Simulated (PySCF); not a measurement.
**Deuteron quadrupole couplings in `C#CP1Cc2ccccc2C1`**

C10H9P.
Geometry (GFN2-xTB, Å), atoms numbered from 1 in this order:
```xyz
20
C10H9P angstrom
C      3.1152    0.1786    1.2790
C      2.6382   -0.1056    0.2126
P      2.1053   -0.5532   -1.4150
C      0.9070    0.8679   -1.6314
C     -0.2538    0.5729   -0.7291
C     -1.1813    1.5050   -0.3002
C     -2.2112    1.1076    0.5378
C     -2.3130   -0.2123    0.9423
C     -1.3885   -1.1497    0.5094
C     -0.3592   -0.7553   -0.3261
C      0.7025   -1.6648   -0.8685
H      3.4894    0.4346    2.2274
H      0.5838    0.9000   -2.6784
H      1.3907    1.8198   -1.4030
H     -1.0973    2.5365   -0.6106
H     -2.9337    1.8337    0.8806
H     -3.1129   -0.5137    1.6023
H     -1.4646   -2.1797    0.8273
H      0.3301   -2.2135   -1.7415
H      1.0485   -2.3981   -0.1372
```

Level: PBE0/pcSseg-1 (PySCF, non-relativistic); Q(2H) = 0.00286 b; rigid geometry, the same for H and D, with no vibrational averaging.

Task: Rank these positions by the coupling χzz of a deuteron there, largest first.
A. H14 (methylene hydrogen)
B. H15 (aromatic hydrogen)
C. H12 (alkyne hydrogen)

Result: C (263 kHz), B (219 kHz), A (205 kHz).

Task: Tabulate Vzz, the asymmetry η and χzz = 234.96 MHz × Q × Vzz for every hydrogen position.

Result: 
```tsv
atom	bonded to	bond length (Å)	Vzz (au)	η	χzz (kHz)
H12	C1	1.051	0.3910	0.01	263
H13	C4	1.096	0.3000	0.00	202
H14	C4	1.092	0.3057	0.03	205
H15	C6	1.081	0.3266	0.07	219
H16	C7	1.080	0.3279	0.06	220
H17	C8	1.080	0.3281	0.06	221
H18	C9	1.081	0.3264	0.07	219
H19	C11	1.096	0.2998	0.00	201
H20	C11	1.092	0.3058	0.03	205
```

Task: How does χzz go with the bond length over the 9 C–H bonds?

Result: A straight-line fit has a slope of -13.6 kHz for each 0.01 Å, with a correlation coefficient of -1.00, over lengths from 1.051 to 1.096 Å. The longer bonds have the smaller couplings here.

Isolated species at its GFN2-xTB geometry (one conformer only). GFN2-xTB bond lengths can be off by several hundredths of an ångström, more for odd bonds, and the gradients follow them. These gradients aren't converged with respect to the basis.
